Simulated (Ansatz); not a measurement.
Gas-phase electronic energies from Ansatz, PBE0-D4/def2-TZVP geometries. CCSD(T)/CBS is the MP2 limit (def2-TZVPP, def2-QZVPP) plus CCSD(T) − MP2 in def2-TZVPP, frozen cores. Functionals use def2-TZVPP. B3LYP here is the variant with VWN-RPA as its local correlation; programs differ in this. HSE06 is defined as in plane-wave codes. One conformer a species, not always the lowest.

Consider the isomerisation: `BCBO` → `CBBO`.

```
         level  ΔE (kJ/mol)
   LDA (SPW92)         44.8
    r2SCAN0-D4         47.1
      HSE06-D4         42.8
          BLYP         38.8
         B3LYP         41.5
         BHLYP         45.0
MP2/def2-TZVPP         53.6
MP2/def2-QZVPP         53.4
```

(1) What does CCSD(T)/CBS give? (An estimate is asked.)

Largest T1 diagnostic among the species: 0.013.

## Answers

(1) The calculation gave: +47.4 kJ/mol. The listed levels differ from it by -2.6, -0.3, -4.6, -8.6, -5.9, -2.4, 6.2, 6.0 kJ/mol.

At CCSD(T), def2-SVP lies +3.5 kJ/mol from the extrapolated value and def2-TZVPP +0.6 kJ/mol. Leaving LDA and LC-ωPBE aside and taking each functional with its dispersion term where it has one, the values, not all of them listed here, spread over 8.7 kJ/mol, from PBE-D4 to ωB97M-V. LDA lies +5.6 kJ/mol from PBE without D4. From BLYP to BHLYP (50 % exact exchange), in def2-TZVPP and without D4, ΔE moves by +6.2 kJ/mol.
